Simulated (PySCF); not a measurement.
# Ru: excitation energy

Ru [Kr] 4d7 5s1 (5F) → Ru [Kr] 4d6 5s1 6s1 (7D), as a difference of total energies. Calculation: PySCF 2.14, in aug-cc-pVTZ-DK (9s8p6d3f2g, 102 functions); scalar relativity by spin-free X2C-1e. Correlated levels: valence: [Kr] frozen. The calculations carry no spin-orbit coupling.

```json
{"method": "UHF", "excitation energy (cm⁻¹)": "35007"}
{"method": "MP2 (valence)", "excitation energy (cm⁻¹)": "46792"}
{"method": "SCS-MP2 (valence)", "excitation energy (cm⁻¹)": "49075"}
{"method": "CCSD (valence)", "excitation energy (cm⁻¹)": "45593"}
{"method": "CCSD(T) (valence)", "excitation energy (cm⁻¹)": "46510"}
```

A first-order spin-orbit estimate (lowest level to lowest level, LS coupling) adds 0.049 eV.

The promoted electron is Rydberg-like, and one or two diffuse shells describe it only roughly, which tends to raise the upper state.
